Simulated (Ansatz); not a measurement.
Ansatz (a quantum-chemistry and plane-wave program) input:

Ansatz 0.2 input:
```yaml
crystal:
  periodic: [false, false, false]
  atoms:
    - {symbol: F, position_ang: [1.80738307, -0.92284836, 0.00893852]}
    - {symbol: C, position_ang: [0.68308442, -0.24341590, 0.00400164]}
    - {symbol: C, position_ang: [0.43429226, 1.04615514, 0.17198054]}
    - {symbol: O, position_ang: [-0.93576998, 1.25605864, -0.01992981]}
    - {symbol: C, position_ang: [-1.49023792, -0.04888099, 0.06603119]}
    - {symbol: O, position_ang: [-0.43723869, -0.96832040, -0.27238507]}
    - {symbol: H, position_ang: [1.06941773, 1.89147937, 0.35120076]}
    - {symbol: H, position_ang: [-1.80823690, -0.25338904, 1.09809593]}
    - {symbol: H, position_ang: [-2.30639176, -0.15751031, -0.64330463]}
basis:
  gaussian:
    orbitals: aug-cc-pVDZ
total_charge: 1
magnetization: {spin_polarized: true, initial_magnetization: 1}
correlation: {method: ccsd_t, electrons: outside_noble_gas}
```

Problem. What final total energy does it print?

Solution. -365.23176 Eh (CCSD(T)/aug-cc-pVDZ). The basis has 165 functions.

This state (charge 1, doublet) is run at the relaxed geometry of the species with charge 0 and multiplicity 1.
